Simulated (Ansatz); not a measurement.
Ideal-gas functions of C3H4Se, SMILES `C=CC=[Se]` at 600 K and 1 bar, from an Ansatz frequency run at PBE0-D4/def2-TZVP.

Molar mass 119.02 g/mol, point group Cs (symmetry number 1), electronic degeneracy 1, moments of inertia 30.238, 199.86, 230.098 u Å². Harmonic wavenumbers (cm⁻¹, unscaled): 85, 218, 521, 575, 792, 870, 1005, 1007, 1026, 1133, 1330, 1367, 1431, 1668, 3139, 3158, 3170, 3260.

Use S(trans) = R[1.5 ln M + 2.5 ln T − 1.1517]; rotational temperatures θ = 24.2544 K / I; S(rot) = R[ln(√π/σ · √(T³/θAθBθC)) + 1.5]; for each mode x = 1.438777 ν̃/T, S = R[x/(eˣ − 1) − ln(1 − e⁻ˣ)] and H = RT x/(eˣ − 1); 1 cm⁻¹ = 0.0119627 kJ/mol; R = 8.31446 J/(mol·K).

Question: By hand: the entropy, in J/(mol·K).

Answer: Translation 183.0. Rotation: θ = 0.8021, 0.1214, 0.1054 K, giving 116.0. Vibration, mode by mode: 21.55, 13.80, 6.98, 6.27, 4.13, 3.56, 2.76, 2.75, 2.65, 2.17, 1.49, 1.39, 1.23, 0.77, 0.04, 0.04, 0.04, 0.03, in all 71.6. Electronic 0.0. Sum 370.6 J/(mol·K).

Question: By hand: H − E and G − E in kJ/mol, counted from the electronic energy.

Answer: Zero-point energy ½ × 25755 × 0.0119627 = 154.0; thermal vibration 23.1; translation, rotation and pV give 4 RT = 20.0. H − E = 197.1 kJ/mol, and G − E = 197.1 − 600 × 370.6/1000 = -25.3 kJ/mol.

Vibration gives 19 % of the entropy, 21.6 J/(mol·K) of it from the mode under 150 cm⁻¹: soft modes count most, and the harmonic formula is weakest for them. The sum counts one conformer and one mirror image; others add a mixing term.
